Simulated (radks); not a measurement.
Spherical quantum dot in the effective-mass picture: electrons in a parabolic well V = omega^2 r^2 / 2 with omega = 0.788, with a point charge +2 (a donor) at the centre, all in effective atomic units (hartree* = m*/eps^2 hartree, bohr* = eps/m* bohr), one dielectric constant everywhere. Calculated with a radial shooting solver with Libxc functionals: non-relativistic Kohn-Sham, LDA (Slater exchange, Perdew-Wang correlation), spin-polarised, spherical densities. Levels are named by radial order and angular momentum (1s, 1p, 1d, 2s, ...), and open shells are averaged over m. Results are scaled to m* = 0.42 and eps = 16.9, for which hartree* = 40.02 meV and bohr* = 2.129 nm.

N = 24, configuration 1s2 1p6 1d10 2s2 1f(up 4, down 0). This is the lowest configuration that the search found. Occupied and some empty levels:

level,occupation,eigenvalue (meV),<r> (nm)
1s up,1,351.04,2.087
1s down,1,351.12,2.063
1p up,3,386.32,4.974
1p down,3,387.55,4.915
2s up,1,388.64,5.149
2s down,1,390.03,5.131
1d up,5,402.92,5.874
1d down,5,404.51,5.849
1f up,4,420.17,6.469
2p up,0,421.65,5.475
1f down,0,421.90,6.464
2p down,0,422.69,5.502
1g up,0,438.74,6.946
1g down,0,440.49,6.954
2d up,0,444.73,6.180
2d down,0,445.81,6.190

Energy (meV): total 5560.74, kinetic 785.78, external 1092.3, Hartree 4082.9, exchange-correlation -400.21.

Electron density:

r (nm),n(r) (e/nm^3)
0.799,0.1113
1.66,0.03002
2.51,0.01526
3.37,0.01486
4.23,0.01620
5.08,0.01550
5.94,0.01219
6.80,0.007568
7.66,0.003584
8.51,0.001266
9.37,0.0003276
10.2,0.00006230
11.1,8.653e-06
